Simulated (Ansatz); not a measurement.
Computed with Ansatz on PBE0-D4/def2-TZVP structures; ΔE is electronic, products minus reactants. CCSD(T)/CBS adds triple-zeta CCSD(T) − MP2 to the extrapolated MP2 energy (def2 sets, frozen cores). This one scheme is used for every species. Functionals use def2-TZVPP. One conformer a species, not always the lowest.

Reaction (formal hydrolysis of the Si–Cl bond): `C[Si](N)(F)Cl` + H₂O → `C[Si](N)(O)F` + HCl

`C[Si](N)(F)Cl`:

Z-matrix (Å, degrees):
```
C
Si 1 1.843
H 1 1.094 2 110.4
H 1 1.091 2 110.7 3 -120.2
H 1 1.092 2 110.5 3 119.3
N 2 1.692 1 112.2 3 58.3
F 2 1.599 1 107.3 3 -66.8
Cl 2 2.049 1 112.2 3 178.4
H 6 1.007 2 121.4 1 -47.6
H 6 1.006 2 121.3 1 159.9
```

H₂O:

Cartesian coordinates in Å:
```
O -0.220 0.139 -0.289
H 0.723 0.260 -0.163
H -0.503 -0.399 0.453
```

`C[Si](N)(O)F`:

Z-matrix (Å, degrees):
```
C
Si 1 1.848
H 1 1.092 2 110.8
H 1 1.093 2 111.1 3 -120.3
H 1 1.092 2 110.7 3 120.3
N 2 1.691 1 110.6 3 63.5
O 2 1.638 1 115.0 3 -56.4
F 2 1.610 1 106.1 3 -172.5
H 6 1.006 2 121.6 1 -163.9
H 6 1.005 2 122.5 1 38.4
H 7 0.958 2 116.5 1 -92.6
```

HCl:

Z-matrix (Å, degrees):
```
Cl
H 1 1.279
```

```
             level  ΔE (kJ/mol)
       LDA (SPW92)         -7.0
            PBE-D4          1.1
      CAM-B3LYP-D4        -11.6
           ωB97M-V         -5.3
            r2SCAN         -5.6
    MP2/def2-QZVPP         -1.6
SCS-MP2/def2-QZVPP         -5.6
     MP2/CBS(def2)          0.7
```

**Question.** What does CCSD(T)/CBS give? (Estimate.)

**Answer.** Computed: -4.2 kJ/mol. The listed levels differ from it by -2.8, 5.3, -7.4, -1.1, -1.4, 2.6, -1.4, 4.9 kJ/mol.

Largest T1 diagnostic among the species: 0.010.

The D4 term adds +3.6 kJ/mol with B3LYP and +1.9 kJ/mol with PBE0; it sums over pairs of atoms, weighted by their polarisabilities, and B3LYP, whose exchange is more repulsive, gets the larger term. At CCSD(T), def2-SVP lies −4.4 kJ/mol from the extrapolated value and def2-TZVPP −5.3 kJ/mol.

B3LYP here is the variant with VWN-RPA as its local correlation; programs differ in this.
